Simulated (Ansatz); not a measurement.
`C#[C][Sn]([F])([F])[Cl]` → `[F][Sn][Cl]` + `C#CF`  (stannylene formation by 1,1-elimination)

Calculated with Ansatz (gas phase, PBE0-D4/def2-TZVP geometries, no zero-point term in ΔE). CCSD(T)/CBS is the MP2 limit (def2-TZVPP, def2-QZVPP) plus CCSD(T) − MP2 in def2-TZVPP, frozen cores. This one scheme is used for every species. DFT in def2-TZVPP. B3LYP here is the variant with VWN-RPA as its local correlation; programs differ in this. Elements past krypton have def2 core potentials. For Sn outer-core shells are correlated without core-valence functions, which leaves a few kJ/mol of doubt a bond.

Problem. Is it downhill or uphill in electronic energy at CCSD(T)/CBS, and by how much? (An estimate is asked.)

Solution. Computed: Uphill: ΔE = +160.2 kJ/mol.

Problem. What do these levels give: r2SCAN-D4, CAM-B3LYP-D4, revPBE, r2SCAN, B3LYP, r2SCAN0, BHLYP, CAM-B3LYP, RPA@PBE/def2-TZVPP, HF/def2-TZVPP, MP2/def2-TZVPP, HF/def2-QZVPP? (Best estimate.)

Solution. Computed: r2SCAN-D4 137.3, CAM-B3LYP-D4 127.3, revPBE 89.4, r2SCAN 135.0, B3LYP 98.0, r2SCAN0 140.4, BHLYP 125.1, CAM-B3LYP 119.5, RPA@PBE/def2-TZVPP 148.4, HF/def2-TZVPP 146.6, MP2/def2-TZVPP 161.5, HF/def2-QZVPP 150.0 kJ/mol.

Problem. What do rigid-rotor, harmonic-oscillator terms from PBE0-D4/def2-TZVP frequencies (298.15 K, 1 bar) make of the CCSD(T)/CBS value? (An estimate is asked.)

Solution. Ansatz gave: ΔZPE = -2.0 kJ/mol, ΔH = +158.2 kJ/mol, ΔS = 142 J/(mol·K), ΔG = +116.0 kJ/mol.

Largest T1 diagnostic among the species: 0.016.

At CCSD(T), def2-SVP lies −22.7 kJ/mol from the extrapolated value and def2-TZVPP −1.3 kJ/mol. From PBE to PBE0 (25 % exact exchange), in def2-TZVPP and without D4, ΔE moves by +21.2 kJ/mol.
